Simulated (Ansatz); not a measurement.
Geometry optimisation, Ansatz, RKS PBE0-D4/def2-SVP.

input.yaml

```yaml
crystal:
  periodic: [false, false, false]
  atoms:
    - { symbol: F, position_ang: [-1.611, -1.6127, 1.6582] }
    - { symbol: B, position_ang: [-0.811, -0.7701, 0.798] }
    - { symbol: Si, position_ang: [1.0203, -1.2514, 0.5359] }
    - { symbol: Al, position_ang: [-1.4858, 0.9102, -0.1579] }
    - { symbol: As, position_ang: [-0.089, 2.2258, -1.5996] }
    - { symbol: H, position_ang: [1.9077, -0.1324, 1.0073] }
    - { symbol: H, position_ang: [1.3289, -1.4985, -0.8741] }
    - { symbol: H, position_ang: [1.3914, -2.4496, 1.3169] }
    - { symbol: H, position_ang: [-3.0855, 1.3319, 0.0813] }
    - { symbol: H, position_ang: [-0.69226, 3.5526, -0.95735] }
    - { symbol: H, position_ang: [-1.14934, 2.174, -2.70989] }
basis:
  gaussian: { orbitals: def2-SVP }
hamiltonian:
  xc: pbe0
  dispersion: d4
relax:
  f_tol: 0.015
  max_steps: 40
```

Command:

```bash
$ ansatz run input.yaml --threads 2 --pin off --max-ram 3072MiB --backend cpu --events-out ev --progress --plain --runs-dir out
```

Where does it end, and by what steps?

It converged. The force dipped under the threshold on the way, but the program's further checks kept it going. After 33 steps the energy has fallen by 0.794 eV; H9 moved furthest, 1.77 Å.

```tsv
step	energy less start (eV)	largest force component (eV/Å)	accepted
0	0.0000	2.665	yes
2	-0.6199	0.457	yes
4	-0.6306	0.068	yes
6	-0.6366	0.061	yes
8	-0.6425	0.151	yes
10	-0.6542	0.319	yes
12	-0.6798	0.591	yes
14	-0.7380	0.280	yes
16	-0.7722	0.279	yes
18	-0.7816	0.196	yes
20	-0.7867	0.119	yes
22	-0.7897	0.063	yes
24	-0.7915	0.078	yes
26	-0.7929	0.050	yes
28	-0.7936	0.037	yes
30	-0.7939	0.026	yes
32	-0.7940	0.013	yes
33	-0.7941	0.007	yes
```

```xyz
11
Properties=species:S:1:pos:R:3
F -1.764 -1.740 0.273
B -0.847 -0.785 0.418
Si 1.100 -1.336 0.759
Al -1.378 1.299 0.201
As -0.496 2.536 -1.710
H 1.696 -0.418 1.785
H 1.861 -1.104 -0.515
H 1.312 -2.753 1.193
H -2.130 2.144 1.328
H -1.831 3.233 -1.947
H -0.799 1.404 -2.686
```

Whether the end is a true minimum wasn't checked by a vibrational analysis.

Run time: 94 s on 2 threads of Intel(R) Xeon(R) 6975P-C (Granite Rapids) (shared host), peak memory 0.34 GiB.
